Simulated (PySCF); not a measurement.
SMILES C(#C/C=C(\C#C)Br)CC, C$_{8}$H$_{7}$Br

Cartesian coordinates in Å; atom numbers follow the order of the lines, from 1:
```xyz
16

C     2.4243    1.7749   -0.4839
C     2.4321    0.5754   -0.5618
C     2.5184   -0.8193   -0.6731
Br    4.2514   -1.4903   -1.1734
C     1.5055   -1.6748   -0.4604
C     0.2267   -1.2313   -0.0942
C    -0.8777   -0.8666    0.2216
C    -2.1918   -0.3970    0.5981
C    -2.2304    1.1279    0.7049
H     2.3830    2.8199   -0.4068
H     1.6508   -2.7409   -0.5674
H    -2.4646   -0.8452    1.5586
H    -2.9152   -0.7372   -0.1495
H    -1.5194    1.4749    1.4512
H    -1.9740    1.5822   -0.2494
H    -3.2268    1.4564    0.9919
```

Theory: PySCF 2.14.0, GIAO BHandHLYP/pcSseg-1 magnetisability, rotational g tensor and spin-rotation constants, non-relativistic, gas phase. Geometry: GFN2-xTB.

The calculation is non-relativistic, which matters for the atoms heavier than Zn.

Task: Give the nuclear spin-rotation constants along the inertial axes (H = +C I·J) beside the isotropic shieldings.

Result: Rotational constants 2.9125, 0.4143, 0.3644 GHz. A star marks the isotopologue with that one atom substituted, in its own axes.
```
atom  isotope  Caa (kHz)  Cbb (kHz)  Ccc (kHz)  mean (kHz)  σ (ppm)
 Br4     79Br      1.038      1.075      0.987       1.034   1888.1
 H10       1H     -0.302      0.015     -0.043      -0.110     28.3
 H11       1H     -0.224      0.028     -0.040      -0.079     25.5
 H12       1H     -0.256     -0.033     -0.006      -0.098     29.3
 H13       1H     -0.256     -0.033     -0.006      -0.098     29.3
 H14       1H     -0.276     -0.032     -0.009      -0.106     30.5
 H15       1H     -0.277     -0.032     -0.009      -0.106     30.5
 H16       1H      0.064     -0.046     -0.041      -0.008     30.7
  C1     13C*      0.831      0.077      0.119       0.342     85.7
  C2     13C*      0.999     -0.004      0.138       0.377    106.1
  C3     13C*      1.283      0.146      0.064       0.498     48.9
  C5     13C*      1.250      0.154      0.057       0.487     51.9
  C6     13C*      0.049      0.147      0.123       0.106    107.2
  C7     13C*      0.393      0.147      0.138       0.226     71.3
  C8     13C*      0.401      0.056      0.050       0.169    170.8
  C9     13C*      0.401      0.054      0.054       0.170    169.8
```
For the geometry as given, no vibrational averaging.
